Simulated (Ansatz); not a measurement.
Input for Ansatz (a program for electronic structure): R-CCSD(T)/def2-TZVPP on BrH2InO (SMILES [OH][InH][Br]), a point of a torsion scan. Elements past Kr take the def2 small-core potentials; no spin–orbit coupling. The run froze 24 orbitals, filled d shells among them.

Ansatz 0.2 input:
```yaml
crystal:
  periodic: [false, false, false]
  atoms:
    - {symbol: O, position_ang: [-1.44622810, -0.29689676, -0.37779922]}
    - {symbol: In, position_ang: [0.29764888, 0.44623669, -0.75850577]}
    - {symbol: Br, position_ang: [0.90568373, 2.31642290, 0.72707993]}
    - {symbol: H, position_ang: [-1.64869918, -0.67226200, 0.47771705]}
    - {symbol: H, position_ang: [1.12534721, -0.08121353, -2.12592008]}
basis:
  gaussian:
    orbitals: def2-TZVPP
magnetization: {spin_polarized: false}
correlation: {method: ccsd_t, electrons: outside_noble_gas}
scf: {lower_state_search: off}
```

It printed:

```
WARN ansatz: RAYON_NUM_THREADS=1 ignored (pool sized by the plan → 1); use --threads N
Functional definition: HF
these checks for a lower state are left out or cut short: stability, starts, cluster_reference, orbital_swaps, neighbouring_geometries, increment
integrals: 0.39 GiB planned
1169 factors; integrals over basis functions are off by at most 6.4e-4 eV
mean field: 0.57 GiB planned
mean field evaluation 1: about -77215.6354 eV, gradient 4.3e1 eV
mean field evaluation 2: about -77215.6724 eV, gradient 4.3e1 eV
mean field evaluation 4: about -77219.2222 eV, gradient 2.4e0 eV
mean field evaluation 8: about -77219.2565 eV, gradient 2.6e-1 eV
mean field -77219.25674527 eV, -2837.7553442964 hartree, gradient 2.3e-6 eV, S^2 0.000000; 0 other end points of the search recorded, 0 dependent functions left out
24 core orbitals not correlated, not the lowest: weight in the atoms' cores, before any rotation towards them, 0.902 or more for the frozen orbitals, at most 0.104 for the correlated occupied ones
reference -77219.25674527 eV, -2837.7553442964 hartree; 9, 9 occupied and 124, 124 virtual orbitals, 1169 factors
second order -12.94938961 eV of doubles, -0.00000000 eV of singles
coupled cluster: 0.97 GiB planned
cycle   1  -13.17112406 eV  change   -2.2e-1 eV  update   8.3e-2
cycle   2  -13.46386448 eV  change   -2.9e-1 eV  update   2.7e-2
cycle   3  -13.55150126 eV  change   -8.8e-2 eV  update   1.5e-2
cycle   4  -13.54431834 eV  change    7.2e-3 eV  update   3.9e-3
cycle   5  -13.54203476 eV  change    2.3e-3 eV  update   1.9e-3
cycle   6  -13.54270695 eV  change   -6.7e-4 eV  update   6.5e-4
cycle   7  -13.54249817 eV  change    2.1e-4 eV  update   2.5e-4
cycle   8  -13.54244380 eV  change    5.4e-5 eV  update   8.1e-5
cycle   9  -13.54247518 eV  change   -3.1e-5 eV  update   3.1e-5
cycle  10  -13.54247265 eV  change    2.5e-6 eV  update   1.0e-5
perturbative correction -0.49155850 eV, -0.0180644417 hartree
Total energy: -77233.29077642 eV, -2838.2710854287 hartree
Checks for a lower state left out: stability, starts, cluster_reference, orbital_swaps, neighbouring_geometries, increment
```

The run converged.

Cost: around 15 core-seconds (rough).
